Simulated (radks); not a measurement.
The numbers below are computed, except where a source is named.
Q: Se2+, 32 electrons, occupied as [Ar] 3d10 4s2 4p2 (the NIST ground configuration). Code: a radial shooting solver on a logarithmic mesh with Libxc functionals. Model: scalar-relativistic Kohn-Sham, PBEsol, spin-polarised, spherical densities, finite nucleus; open shells are filled with parallel spins first; Fermi nuclear charge, rms radius 4.14 fm. Some entries of the table are withheld. Estimate them.

orbital,occ.,eigenvalue (hartree),<r^2> (bohr^2)
1s up,1,-460.0361,0.002619
1s down,1,-460.0312,0.002619
2s up,1,-59.85507,0.04533
2s down,1,-59.85249,0.04533
2p up,3,-52.76444,0.03588
2p down,3,-52.75998,0.03588
3s up,1,-8.66561,0.3801
3s down,1,-8.65953,0.3797
3p up,3,(1),0.4084
3p down,3,(2),0.4075
3d up,5,-2.78668,0.4965
3d down,5,-2.77630,0.4902
4s up,1,-1.41685,3.245
4s down,1,-1.33474,3.235
4p up,2,-0.96950,(3)
4p down,0,-0.88551,(4)

A: 
(1) 3p up eigenvalue (hartree): -6.44870
(2) 3p down eigenvalue (hartree): -6.44162
(3) 4p up <r^2> (bohr^2): 4.448
(4) 4p down <r^2> (bohr^2): 4.556
